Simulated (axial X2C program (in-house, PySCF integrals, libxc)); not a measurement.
**Outer orbitals of SrN⁺ at 2.284 Å, PBE0**

Calculated with an in-house all-electron X2C program for linear molecules (integrals from PySCF). Spin-free means the one-electron spin-free X2C Hamiltonian; two-component (2c) means X2C with spin–orbit coupling and atomic mean-field two-electron Coulomb and Gaunt terms, so the difference of the two also holds small scalar two-electron terms. Basis: Sr dyall-cv3z [13s12p8d5f1g], N dyall-av3z [7s7p3d2f] (cores contracted in-house); Gaussian nuclei, density fitting, unrestricted open shells. Masses: Sr 87.906 u, N 14.003 u.

The distance is close to the 2c PBE0 minimum; the highest filled and lowest empty levels are listed.

Spin-free orbitals, state M_S = 1, Λ = 0 (beyond evenly filled blocks: π+α, π-α) (Löwdin shares):

```json
{"symmetry": "π+α", "occupied": "yes", "ε (eV)": "-30.39", "atomic character": "99% Sr p"}
{"symmetry": "π-α", "occupied": "yes", "ε (eV)": "-30.39", "atomic character": "99% Sr p"}
{"symmetry": "σα", "occupied": "yes", "ε (eV)": "-30.37", "atomic character": "90% Sr p, 4% N s, 3% N p"}
{"symmetry": "π-β", "occupied": "yes", "ε (eV)": "-30.36", "atomic character": "99% Sr p"}
{"symmetry": "π+β", "occupied": "yes", "ε (eV)": "-30.36", "atomic character": "99% Sr p"}
{"symmetry": "σβ", "occupied": "yes", "ε (eV)": "-30.22", "atomic character": "93% Sr p, 2% N p"}
{"symmetry": "σα", "occupied": "yes", "ε (eV)": "-24.27", "atomic character": "78% N s, 9% Sr p, 7% Sr d"}
{"symmetry": "σβ", "occupied": "yes", "ε (eV)": "-20.64", "atomic character": "78% N s, 8% Sr d, 6% Sr p"}
{"symmetry": "π-α", "occupied": "yes", "ε (eV)": "-12.50", "atomic character": "88% N p, 7% Sr d, 3% Sr f"}
{"symmetry": "π+α", "occupied": "yes", "ε (eV)": "-12.50", "atomic character": "88% N p, 7% Sr d, 3% Sr f"}
{"symmetry": "σα", "occupied": "yes", "ε (eV)": "-11.23", "atomic character": "82% N p, 10% Sr d, 4% Sr s"}
{"symmetry": "σβ", "occupied": "yes", "ε (eV)": "-10.11", "atomic character": "77% N p, 12% Sr d, 5% Sr s"}
{"symmetry": "σα", "occupied": "no", "ε (eV)": "-6.84", "atomic character": "70% Sr s, 9% Sr d, 8% Sr p"}
{"symmetry": "σβ", "occupied": "no", "ε (eV)": "-6.81", "atomic character": "67% Sr s, 11% Sr p, 10% Sr d"}
{"symmetry": "π+β", "occupied": "no", "ε (eV)": "-6.61", "atomic character": "59% N p, 37% Sr d"}
{"symmetry": "π-β", "occupied": "no", "ε (eV)": "-6.61", "atomic character": "59% N p, 37% Sr d"}
```

Spinors with spin–orbit coupling (state Ω = 1):

```
   ω  occupied  ε (eV)              atomic character     λ mixture
 1/2       yes  -31.10                      96% Sr p  67% π, 33% σ
-1/2       yes  -31.08                      97% Sr p  73% π, 27% σ
 1/2       yes  -30.00              92% Sr p, 4% N s  67% σ, 33% π
 3/2       yes  -29.99                      98% Sr p        100% π
-3/2       yes  -29.96                      98% Sr p        100% π
-1/2       yes  -29.89                      94% Sr p  73% σ, 27% π
 1/2       yes  -24.27     78% N s, 9% Sr p, 7% Sr d        100% σ
-1/2       yes  -20.64     78% N s, 8% Sr d, 6% Sr p        100% σ
-1/2       yes  -12.51     88% N p, 7% Sr d, 3% Sr f        100% π
 3/2       yes  -12.50     88% N p, 7% Sr d, 3% Sr f        100% π
 1/2       yes  -11.24    82% N p, 10% Sr d, 4% Sr s        100% σ
-1/2       yes  -10.11    77% N p, 12% Sr d, 5% Sr s        100% σ
 1/2        no   -6.84    70% Sr s, 9% Sr d, 8% Sr p        100% σ
-1/2        no   -6.81  67% Sr s, 11% Sr p, 10% Sr d        100% σ
 1/2        no   -6.62             59% N p, 37% Sr d        100% π
-3/2        no   -6.60             59% N p, 37% Sr d        100% π
```

Mulliken charges and populations of the two-component result (they depend on the basis, above all on diffuse functions):

Sr 1.65 e (s 8.05 p 17.97 d 10.32 f 0.01), N -0.65 e (s 4.04 p 3.59 d 0.02). ⟨Lz⟩ = 0.00 ħ and ⟨Sz⟩ = 1.00 ħ (0.02 and 0.98 on the two atoms), which add up to Ω.

The state is one determinant whose occupation by symmetry is held fixed; it was picked as the lowest of a PBE0 search that is not exhaustive. Density functionals use the spin component along the axis (collinear). Other states lie close and PBE0, whose exact exchange favours high spin, may order them wrongly; the determinant shown need not be the ground state. The nearest other spin-free determinant of the search, M_S = 1, Λ = 1, lies 0.34 eV up at the distance of the search. With several unpaired electrons one determinant need not be a pure state. Open-shell Ω = 0 determinants with evenly filled partner blocks cannot be reached by this program, so the Ω shown need not be the lowest component. This is the Ω = 1 component of a π² triplet; the 0⁺ component is not one determinant and can lie lowest.
